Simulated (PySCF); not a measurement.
# Spin-rotation constants: `C[C@@]1(F)OCO[C@@H]1C#N`, C$_{5}$H$_{6}$FNO$_{2}$

Cartesian coordinates in Å; atom numbers follow the order of the lines, from 1:
```xyz
15

C    -0.8101   -1.7419    0.3221
C    -0.3626   -0.4143   -0.2531
F    -0.1131   -0.5938   -1.6105
O    -1.3227    0.5656   -0.1044
C    -0.6335    1.7873   -0.0079
O     0.5040    1.5184    0.7605
C     0.9173    0.2115    0.4052
C     2.0536    0.2280   -0.5030
N     2.9488    0.2685   -1.2094
H    -1.0094   -1.6342    1.3838
H    -1.7220   -2.0468   -0.1844
H    -0.0387   -2.4889    0.1555
H    -0.3593    2.1572   -1.0114
H    -1.2586    2.5130    0.5142
H     1.2020   -0.3214    1.3208
```

Computed with PySCF, GIAO BHandHLYP/pcSseg-1 magnetisability, rotational g tensor and spin-rotation constants, non-relativistic, gas phase. Geometry: GFN2-xTB.

(1) Give the nuclear spin-rotation constants along the inertial axes (H = +C I·J) beside the isotropic shieldings.

## Answers

(1) Rotational constants 2.3200, 1.6990, 1.2810 GHz. A star marks the isotopologue with that one atom substituted, in its own axes.
| atom | isotope | Caa (kHz) | Cbb (kHz) | Ccc (kHz) | mean (kHz) | σ (ppm) |
| --- | --- | --- | --- | --- | --- | --- |
| F3 | 19F | 2.180 | 2.061 | 0.855 | 1.699 | 307.8 |
| N9 | 14N | 0.171 | 0.379 | 0.267 | 0.272 | -56.4 |
| H10 | 1H | -0.225 | -0.149 | -0.036 | -0.137 | 30.7 |
| H11 | 1H | -0.061 | -0.148 | -0.100 | -0.103 | 29.6 |
| H12 | 1H | -0.153 | -0.049 | -0.139 | -0.114 | 30.1 |
| H13 | 1H | -0.163 | -0.158 | 0.035 | -0.095 | 26.6 |
| H14 | 1H | -0.127 | 0.034 | -0.132 | -0.075 | 26.5 |
| H15 | 1H | -0.247 | -0.198 | 0.073 | -0.124 | 27.5 |
| C1 | 13C* | 0.373 | 0.252 | 0.189 | 0.271 | 161.0 |
| C2 | 13C* | 0.702 | 0.472 | 0.370 | 0.515 | 69.0 |
| O4 | 17O* | -0.437 | -0.335 | -0.157 | -0.310 | 189.5 |
| C5 | 13C* | 0.567 | 0.445 | 0.343 | 0.452 | 89.7 |
| O6 | 17O* | -0.255 | -0.181 | -0.196 | -0.210 | 245.7 |
| C7 | 13C* | 0.565 | 0.308 | 0.316 | 0.396 | 113.0 |
| C8 | 13C* | 0.179 | 0.712 | 0.496 | 0.462 | 67.4 |

For the geometry as given, no vibrational averaging.
